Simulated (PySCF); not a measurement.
A survey of 29Si NMR shifts

Isolated molecule, averaged over atoms made equivalent by symmetry, fast rotation or ring inversion, single conformer, no relativistic terms. Structure optimised with GFN2-xTB; shielding tensors at PBE0/pcSseg-1 (GIAO); PySCF.

Shieldings were converted by a linear fit to measured shifts: 29Si (scatter 8.9 ppm rms, 25.8 ppm with the 6 outliers that the fit left out vs TMS, solution or neat liquid). A few per cent of atoms miss by over 2 rms, more outside the fitted compound classes.

(1) Give the 29Si shifts of `C[Si@H](F)N[SiH2]CF`, `ClCCC[SiH2]C(Cl)Cl`, `CCC[SiH2][SiH2][SiH2]F`, `CC(=S)C/C=C(\Cl)[SiH2][SiH3]`, `C[C@@]([SiH3])(Cl)CC(Cl)Cl`.

(2) Match the shifts 0.4, -24.4, -44.0 ppm to `O=S(=O)(O)[C@H]1OC[SiH2]1`, `C=N[Si](N)(P)P`, `Cc1ccsc1N([SiH3])[SiH3]`.

Results:

(1) 
| compound | environment | δ (ppm) |
| --- | --- | --- |
| [CH3:1][Si@H:2]([F:3])[NH:4][SiH2:5][CH2:6][F:7] | Si2: silicon bonded to C, F, N, H | -6.0 |
| [CH3:1][Si@H:2]([F:3])[NH:4][SiH2:5][CH2:6][F:7] | Si5: silicon bonded to C, N, 2 H | -42.0 |
| ClCCC[SiH2]C(Cl)Cl | silicon bonded to 2 C, 2 H | -29.3 |
| [CH3:1][CH2:2][CH2:3][SiH2:4][SiH2:5][SiH2:6][F:7] | Si6: silicon bonded to F, Si, 2 H | 4.1 |
| [CH3:1][CH2:2][CH2:3][SiH2:4][SiH2:5][SiH2:6][F:7] | Si4: silicon bonded to C, Si, 2 H | -66.3 |
| [CH3:1][CH2:2][CH2:3][SiH2:4][SiH2:5][SiH2:6][F:7] | Si5: silicon bonded to 2 Si, 2 H | -118.4 |
| [CH3:1][C:2](=[S:3])[CH2:4]/[CH:5]=[C:6](\[Cl:7])[SiH2:8][SiH3:9] | Si8: silicon bonded to C, Si, 2 H | -60.0 |
| [CH3:1][C:2](=[S:3])[CH2:4]/[CH:5]=[C:6](\[Cl:7])[SiH2:8][SiH3:9] | Si9: silicon bonded to Si, 3 H | -102.8 |
| C[C@@]([SiH3])(Cl)CC(Cl)Cl | silicon bonded to C, 3 H | -47.1 |

(2) 0.4: C=N[Si](N)(P)P (silicon bonded to 2 N, 2 P); -24.4: O=S(=O)(O)[C@H]1OC[SiH2]1 (silicon bonded to 2 C, 2 H, in a 4-membered ring); -44.0: Cc1ccsc1N([SiH3])[SiH3] (silicon bonded to N, 3 H).
